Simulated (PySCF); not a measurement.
**Electronic absorption of C2H8BN**

Compound: C₂H₈BN.
Cartesian coordinates in Å at the PBE0-D3(BJ)/def2-SVP level; atoms count from 1:
```xyz
12
C2H8BN angstrom
B      1.8442    0.5315    0.6958
N      0.5910    0.7166    0.1297
C     -0.1840   -0.2387   -0.6312
C     -1.5080   -0.5878    0.0275
H      2.4022   -0.5343    0.5545
H      2.3455    1.4422    1.3149
H      0.1225    1.6082    0.2579
H     -0.3684    0.1521   -1.6488
H      0.4325   -1.1422   -0.7514
H     -2.0741   -1.3058   -0.5850
H     -1.3461   -1.0324    1.0212
H     -2.1393    0.3063    0.1579
```

Computed with PySCF 2.14.0, density-fitted response routines, TDDFT PBE0/def2-SVPD, vertical, gas phase, core orbitals frozen in the response.

Problem. Predict the UV-vis stick spectrum at this level.

Solution. 

```json
{"state": "S1", "E (eV)": "7.19", "E (hartree)": "0.2641", "f": "0.0084", "main configurations (H = HOMO, L = LUMO)": "H-1→L (80%), H→L+1 (16%)"}
{"state": "S2", "E (eV)": "7.22", "E (hartree)": "0.2652", "f": "0.056", "main configurations (H = HOMO, L = LUMO)": "H→L+1 (65%), H-1→L (18%), H→L (13%)"}
{"state": "S3", "E (eV)": "7.40", "E (hartree)": "0.2721", "f": "0.239", "main configurations (H = HOMO, L = LUMO)": "H→L (82%), H→L+1 (13%)"}
{"state": "S4", "E (eV)": "8.20", "E (hartree)": "0.3012", "f": "0.0070", "main configurations (H = HOMO, L = LUMO)": "H→L+2 (54%), H→L+3 (39%)"}
{"state": "S5", "E (eV)": "8.35", "E (hartree)": "0.3067", "f": "0.014", "main configurations (H = HOMO, L = LUMO)": "H-1→L+1 (63%), H→L+3 (19%), H→L+2 (13%)"}
{"state": "S6", "E (eV)": "8.36", "E (hartree)": "0.3072", "f": "0.029", "main configurations (H = HOMO, L = LUMO)": "H→L+3 (38%), H-1→L+1 (30%), H→L+2 (29%)"}
{"state": "S7", "E (eV)": "8.58", "E (hartree)": "0.3154", "f": "0.063", "main configurations (H = HOMO, L = LUMO)": "H→L+4 (96%)"}
{"state": "S8", "E (eV)": "8.72", "E (hartree)": "0.3206", "f": "0.0027", "main configurations (H = HOMO, L = LUMO)": "H-2→L (85%)"}
{"state": "S9", "E (eV)": "9.19", "E (hartree)": "0.3376", "f": "0.012", "main configurations (H = HOMO, L = LUMO)": "H-2→L+1 (47%), H-1→L+2 (42%)"}
{"state": "S10", "E (eV)": "9.25", "E (hartree)": "0.3399", "f": "0.0087", "main configurations (H = HOMO, L = LUMO)": "H→L+5 (88%)"}
```

Triplets (Tamm–Dancoff): T1 5.48 eV, H→L (94%); T2 6.48 eV, H-1→L (96%); T3 7.03 eV, H→L+1 (90%); T4 7.98 eV, H→L+2 (46%), H→L+3 (43%).

The lowest singlet lies at 7.19 eV (173 nm, vacuum ultraviolet) and is weak; its leading configuration is HOMO-1→LUMO (80%). The strongest level in the table is S3 at 7.40 eV (167 nm, f = 0.239). Löwdin shares by element: HOMO nitrogen 52%, carbon 19%, boron 15%; LUMO boron 48%, hydrogen 23% or more, nitrogen 20%. The listed states span 2.06 eV, and the widest gap between neighbours is 0.79 eV (S3 to S4). The oscillator strengths of these states sum to 0.440; summed over the whole spectrum of an exact calculation they would give the number of electrons, 32 (Thomas–Reiche–Kuhn). Of the 10 states listed, 6 reach f = 0.01 and none stays under 0.0005. The vertical ionisation energy (ΔSCF) is 10.04 eV, 0.79 eV above S10. The window holds the lowest 10 singlets.

One conformer stands for the species.
